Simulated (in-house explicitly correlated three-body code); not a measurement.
Computed with an exponentially correlated three-body code. Model: two electrons around a point charge, non-relativistic, variational in 260 exponentially correlated functions (energies converged to about 1e-7 hartree, or 1e-8 relative for large Z).

For two electrons in a singlet the Kohn-Sham orbital is the square root of half the density, so the exact Kohn-Sham potential and energy parts follow from the density alone, and exchange is minus half the Hartree energy. The Kohn-Sham level equals minus the binding energy of the second electron.

Command:
```bash
python run_hyl.py task.json out
```
Settings (lengths in bohr, energies in hartree):
```
Z                      1.72
interaction_strength   1
functions              260
states_tried           13
```

Cost of the run: 35 s on 1 thread of Intel(R) Xeon(R) Platinum 8375C CPU @ 2.90GHz (Ice Lake), with other jobs on the host.

**Electric-dipole lines between converged S and P states, rate of the upper state's decay.**

Given: nuclear charge 1.72.

```
s state  p state  p minus s (eV)  oscillator strength from s  rate (1/s)
   1 1S     2 1P          13.414                     0.19639  5.1115e+08
   1 1S     3 1P          14.388                    0.054572  1.6341e+08
   1 1S     4 1P          14.729                    0.022498  7.0598e+07
   2 1S     2 1P         0.41832                     0.47914  1.2127e+06
   2 1S     3 1P          1.3924                    0.098187  2.7533e+06
   2 1S     4 1P          1.7332                    0.035278  1.5328e+06
   3 1S     2 1P         -0.8603                    -0.18394  5.9074e+06
   3 1S     3 1P         0.11375                     0.78789      147460
   3 1S     4 1P         0.45455                    0.085522      255580
   4 1S     2 1P         -1.2685                    -0.03034  2.1183e+06
   4 1S     3 1P               ?                           ?           ?
   4 1S     4 1P               ?                           ?           ?
   2 3S     2 3P         0.81127                     0.66525  6.3329e+06
   2 3S     3 3P          1.8654                    0.021141  1.0641e+06
   2 3S     4 3P           2.228                    0.011319      812680
   3 3S     2 3P        -0.85274                    -0.27586  8.7043e+06
   3 3S     3 3P         0.20143                      1.0902      639760
   3 3S     4 3P         0.56399                   0.0094684       43561
   4 3S     2 3P         -1.3378                    -0.03628  2.8177e+06
   4 3S     3 3P        -0.28368                    -0.56573  1.9755e+06
   4 3S     4 3P        0.078883                      1.4799      133200
```

Problem. What belongs in the row 4 1S 3 1P?

Solution. p minus s (eV): -0.29441; oscillator strength from s: -0.38319; rate (1/s): 1.4412e+06.

Problem. What belongs in the row 4 1S 4 1P?

Solution. p minus s (eV): 0.046387; oscillator strength from s: 1.0746; rate (1/s): 33444.

**Exact Kohn-Sham parts of the ground state from its density.**

Computed: total energy -2.03662341 hartree; Kohn-Sham kinetic 2.0015 hartree; Hartree energy 1.6971 hartree; exchange energy -0.84855 hartree; DFT correlation energy -0.041505 hartree; kinetic part of the DFT correlation energy 0.03515 hartree; exact minus restricted Hartree-Fock -0.041394 hartree; Kohn-Sham level -15.168 eV; dipole polarisability 3.0918 bohr³; C6 of two such species 4.7813 hartree·bohr⁶.

Problem. What is the potential part of the DFT correlation energy?

Solution. -0.076655 hartree.

Problem. What is the restricted Hartree-Fock level?

Solution. -15.579 eV.

**Functionals on the exact density and self-consistent, errors are functional minus exact, hybrids only self-consistent, a dash where a self-consistent run leaves the top level unbound.**

```json
{"result": "PBE", "exchange error (millihartree)": "7.1945", "correlation error (millihartree)": "1.1837", "functional driven error (millihartree)": "8.3782", "density driven error (millihartree)": "-0.85549", "self consistent total error (millihartree)": "7.5227", "top level plus exact binding (eV)": "7.0268"}
{"result": "PW91", "exchange error (millihartree)": "4.5873", "correlation error (millihartree)": "-2.0848", "functional driven error (millihartree)": "2.5025", "density driven error (millihartree)": "-0.89769", "self consistent total error (millihartree)": "1.6048", "top level plus exact binding (eV)": "6.9427"}
{"result": "revTPSS", "exchange error (millihartree)": "?", "correlation error (millihartree)": "?", "functional driven error (millihartree)": "?", "density driven error (millihartree)": "?", "self consistent total error (millihartree)": "?", "top level plus exact binding (eV)": "?"}
{"result": "PBEsol", "exchange error (millihartree)": "45.634", "correlation error (millihartree)": "-8.808", "functional driven error (millihartree)": "36.826", "density driven error (millihartree)": "-0.89647", "self consistent total error (millihartree)": "35.929", "top level plus exact binding (eV)": "7.2121"}
{"result": "LDA PW92", "exchange error (millihartree)": "115.83", "correlation error (millihartree)": "-62.557", "functional driven error (millihartree)": "53.276", "density driven error (millihartree)": "-1.4975", "self consistent total error (millihartree)": "51.778", "top level plus exact binding (eV)": "7.1409"}
{"result": "wB97X", "exchange error (millihartree)": "-", "correlation error (millihartree)": "-", "functional driven error (millihartree)": "-", "density driven error (millihartree)": "-", "self consistent total error (millihartree)": "-1.3155", "top level plus exact binding (eV)": "2.2719"}
{"result": "OLYP", "exchange error (millihartree)": "?", "correlation error (millihartree)": "?", "functional driven error (millihartree)": "?", "density driven error (millihartree)": "?", "self consistent total error (millihartree)": "?", "top level plus exact binding (eV)": "?"}
{"result": "LDA VWN5", "exchange error (millihartree)": "115.83", "correlation error (millihartree)": "-62.851", "functional driven error (millihartree)": "52.982", "density driven error (millihartree)": "-1.4818", "self consistent total error (millihartree)": "51.5", "top level plus exact binding (eV)": "7.1382"}
{"result": "r2SCAN", "exchange error (millihartree)": "-5.575", "correlation error (millihartree)": "4.7881", "functional driven error (millihartree)": "-0.78694", "density driven error (millihartree)": "-0.22594", "self consistent total error (millihartree)": "-1.0129", "top level plus exact binding (eV)": "6.4537"}
{"result": "BP86", "exchange error (millihartree)": "-2.4344", "correlation error (millihartree)": "-1.888", "functional driven error (millihartree)": "-4.3224", "density driven error (millihartree)": "-0.62751", "self consistent total error (millihartree)": "-4.9499", "top level plus exact binding (eV)": "6.8984"}
{"result": "SCAN", "exchange error (millihartree)": "-5.575", "correlation error (millihartree)": "4.7881", "functional driven error (millihartree)": "-0.78694", "density driven error (millihartree)": "-0.22594", "self consistent total error (millihartree)": "-1.0129", "top level plus exact binding (eV)": "6.4537"}
{"result": "RPBE", "exchange error (millihartree)": "-7.5785", "correlation error (millihartree)": "1.1837", "functional driven error (millihartree)": "-6.3948", "density driven error (millihartree)": "-0.9881", "self consistent total error (millihartree)": "-7.3829", "top level plus exact binding (eV)": "6.9864"}
{"result": "r2SCAN0", "exchange error (millihartree)": "-", "correlation error (millihartree)": "-", "functional driven error (millihartree)": "-", "density driven error (millihartree)": "-", "self consistent total error (millihartree)": "0.5457", "top level plus exact binding (eV)": "4.6235"}
{"result": "M06-L", "exchange error (millihartree)": "-10.576", "correlation error (millihartree)": "3.6759", "functional driven error (millihartree)": "-6.9003", "density driven error (millihartree)": "-2.2559", "self consistent total error (millihartree)": "-9.1562", "top level plus exact binding (eV)": "6.4343"}
```

Problem. What belongs in the row revTPSS?

Solution. exchange error (millihartree): -4.648; correlation error (millihartree): -3.2246; functional driven error (millihartree): -7.8726; density driven error (millihartree): -0.14466; self consistent total error (millihartree): -8.0173; top level plus exact binding (eV): 6.4954.

Problem. What belongs in the row OLYP?

Solution. exchange error (millihartree): -2.5255; correlation error (millihartree): -0.22685; functional driven error (millihartree): -2.7523; density driven error (millihartree): -1.2845; self consistent total error (millihartree): -4.0368; top level plus exact binding (eV): 7.0282.

**Density and exact potentials over r, pair density (one pair, times 4 pi r12^2) and exact minus Kohn-Sham pair density over r12.**

```tsv
radius (bohr)	radial density (electrons/bohr)	exchange potential (hartree)	intracule density (1/bohr)	Coulomb hole against Kohn-Sham (1/bohr)	correlation potential (hartree)
0.134	0.31171	-1.3757	0.013633	-0.01072	-0.048
0.157	0.39618	-1.3651	0.01889	-0.01421	-0.044
0.185	?	?	?	?	?
0.217	0.62013	-1.3332	0.036646	-0.02451	-0.032
0.254	0.75233	-1.3111	0.050389	-0.03133	-0.025
0.298	0.89724	-1.283	0.069281	-0.03947	-0.017
0.349	1.044	-1.249	0.094264	-0.04846	-0.008
0.41	1.1864	-1.2069	0.12774	-0.05794	0.001
0.481	1.3068	-1.1574	0.1703	-0.06647	0.01
0.564	1.3909	-1.1	0.22272	-0.07233	0.019
0.661	1.4247	-1.035	0.2842	-0.07333	0.026
0.775	1.3982	-0.96281	0.35195	-0.06725	0.03
0.909	1.3071	-0.88476	0.41945	-0.05265	0.032
1.07	1.1531	-0.80107	0.47729	-0.02956	0.03
1.25	0.96366	-0.71985	0.50932	-0.00334	0.026
1.47	0.74463	-0.63622	0.5062	0.02203	0.02
1.72	0.5361	-0.55853	0.46142	0.03798	0.014
2.02	0.34904	-0.48438	0.37751	0.04137	0.009
2.37	?	?	?	?	?
2.77	0.10741	-0.3593	0.17187	0.01976	0.002
3.25	0.047975	-0.30714	0.090193	0.007721	0.001
3.82	0.017789	-0.26163	0.038205	0.00101	0
```

Problem. What belongs in the row 0.185?

Solution. radial density (electrons/bohr): 0.5011; exchange potential (hartree): -1.3509; intracule density (1/bohr): 0.026458; Coulomb hole against Kohn-Sham (1/bohr): -0.01884; correlation potential (hartree): -0.038.

Problem. What belongs in the row 2.37?

Solution. radial density (electrons/bohr): 0.20447; exchange potential (hartree): -0.41745; intracule density (1/bohr): 0.27257; Coulomb hole against Kohn-Sham (1/bohr): 0.03309; correlation potential (hartree): 0.005.

The density-driven part is never positive, since each functional's own density lowers its energy. Here it is small beside the functional-driven part (median ratio 0.15), the normal case. The correlation energy of density-functional theory lies 0.11 millihartree below exact minus Hartree-Fock, because the Hartree-Fock density, unlike the exact one, minimises the Hartree-Fock energy.
